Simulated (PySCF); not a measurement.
Compound: AsBH₄.
Bonds: B1–As2. Hydrogens: H3, H4 on B1; H5, H6 on As2.

Method: PBE0-D3(BJ)/def2-SVP geometry optimisation, gas phase in PySCF 2.14.0; density fitting, grid level 1; the optimiser is geomeTRIC in internal coordinates, started from a GFN2-xTB structure with every atom displaced at random (about 0.01 Å).

Step 0: E = -61565.2463 eV
```
atom  x, y, z in Å  |  force x, y, z in eV/Å
B1      0.9014    0.0360   -0.0606   -1.081   0.501  -0.331
As2    -0.9950   -0.0940   -0.6860    0.370  -0.095  -0.213
H3      1.3661    1.1054    0.0670    0.345   0.822   0.118
H4      1.5883   -0.8872    0.0445    0.691  -1.191   0.112
H5     -1.5602    0.9225    0.2462   -0.168   0.588   0.178
H6     -1.3820   -1.2063    0.2281   -0.157  -0.626   0.136
```

Step 1: E = -61565.3368 eV
```
atom  x, y, z in Å  |  force x, y, z in eV/Å
B1      0.9016    0.0577   -0.0618    0.240  -0.114   0.070
As2    -0.9839   -0.1042   -0.6526   -0.233   0.009   0.349
H3      1.3951    1.1541    0.0629   -0.029  -0.036  -0.030
H4      1.6004   -0.9306    0.0385   -0.124   0.135  -0.030
H5     -1.5811    0.9887    0.2370    0.064  -0.166  -0.183
H6     -1.4133   -1.2893    0.2153    0.083   0.173  -0.174
```

Q: Estimate the geometry and energy of step 2. (The exact step hangs on the optimiser's Hessian estimate; all steps are aligned on step 1, rigid shifts and turns removed.)

A: E = -61565.3431 eV, largest force 0.093 eV/Å
```
atom  x, y, z in Å  |  force x, y, z in eV/Å
B1      0.9071    0.0557   -0.0534    0.014   0.001  -0.035
As2    -0.9864   -0.1001   -0.6394    0.064   0.002   0.067
H3      1.4015    1.1513    0.0564   -0.004  -0.004   0.002
H4      1.5995   -0.9300    0.0356   -0.041   0.010  -0.001
H5     -1.5932    0.9819    0.2312   -0.019   0.013  -0.017
H6     -1.4098   -1.2823    0.2087   -0.014  -0.023  -0.016
```

The energy changes by -0.0063 eV. The first-order estimate −F·Δx gives -0.0118 eV and the mean of the old and new forces, exact on a quadratic surface, -0.0063 eV. The step makes an angle of 48° with the force vector and moves no atom by more than 0.015 Å.

What follows is the cost of the whole optimisation. On Arm Neoverse V1, one thread, shared host with 32 logical CPUs at a one-minute load of 17, this took 6.8 s and 0.29 GiB of memory at its peak.
